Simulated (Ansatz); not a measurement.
A nudged elastic band was laid between two geometries of BClFH$_{2}$O (6 atoms, charge 1, multiplicity 1).

The calculation used Ansatz, RKS PBE0-D4/6-31G.

```json
{
 "movable images": "6",
 "climbing image": "no",
 "spring": "5.0 eV/Å²",
 "optimiser": "quadratic models (default)",
 "start path": "IDPP",
 "force threshold": "0.05 eV/Å",
 "iteration limit": "60",
 "end points": "relaxed"
}
```

First end point:

```xyz
6
Properties=species:S:1:pos:R:3
O -0.245 0.744 0.090
B 0.285 -0.642 -0.046
F 1.508 -0.734 0.460
Cl -0.706 -1.832 -0.791
H -1.135 1.012 -0.225
H 0.293 1.452 0.511
```

Last end point:

```xyz
6
Properties=species:S:1:pos:R:3
O -0.245 0.744 0.090
B 0.286 -0.642 -0.046
F 1.508 -0.733 0.460
Cl -0.706 -1.832 -0.790
H 0.292 1.453 0.511
H -1.135 1.010 -0.225
```

Problem. Which bonds break or form, and what moves?

Solution. No bond is made or broken. The dihedral H6–O1–B2–Cl4 goes from 180 to 0°. The two ends are copies of one structure, up to a mirror image or an exchange of like atoms.

Problem. What energy profile does the band end with?

Solution. It converged. The highest image is number 3 of 0 to 7, 33.2 kJ/mol above the ends, which have the same energy within 2 meV. No image climbed, so the highest image needn't sit at the top of the path. Limits of this set-up: no polarisation functions, the dipole of an ion depends on the origin.

```json
{"image": "0", "path coordinate (Å)": "0.00", "energy (kJ/mol)": "0.0", "dihedral H6–O1–B2–Cl4 (°)": "180"}
{"image": "1", "path coordinate (Å)": "0.45", "energy (kJ/mol)": "6.7", "dihedral H6–O1–B2–Cl4 (°)": "154"}
{"image": "2", "path coordinate (Å)": "0.90", "energy (kJ/mol)": "21.5", "dihedral H6–O1–B2–Cl4 (°)": "129"}
{"image": "3", "path coordinate (Å)": "1.34", "energy (kJ/mol)": "33.2", "dihedral H6–O1–B2–Cl4 (°)": "105"}
{"image": "4", "path coordinate (Å)": "1.79", "energy (kJ/mol)": "33.1", "dihedral H6–O1–B2–Cl4 (°)": "79"}
{"image": "5", "path coordinate (Å)": "2.24", "energy (kJ/mol)": "21.5", "dihedral H6–O1–B2–Cl4 (°)": "53"}
{"image": "6", "path coordinate (Å)": "2.69", "energy (kJ/mol)": "6.7", "dihedral H6–O1–B2–Cl4 (°)": "27"}
{"image": "7", "path coordinate (Å)": "3.13", "energy (kJ/mol)": "0.0", "dihedral H6–O1–B2–Cl4 (°)": "0"}
```

Problem. What is the geometry of the highest image?

Solution. 
```xyz
6
Properties=species:S:1:pos:R:3
O -0.268 0.761 0.062
B 0.300 -0.650 -0.062
F 1.620 -0.656 -0.168
Cl -0.782 -1.979 -0.030
H -0.676 1.239 -0.690
H -0.194 1.284 0.889
```

The run took 56 s on 1 thread of Intel(R) Xeon(R) Processor @ 2.70GHz (shared host), peak memory 0.11 GiB.
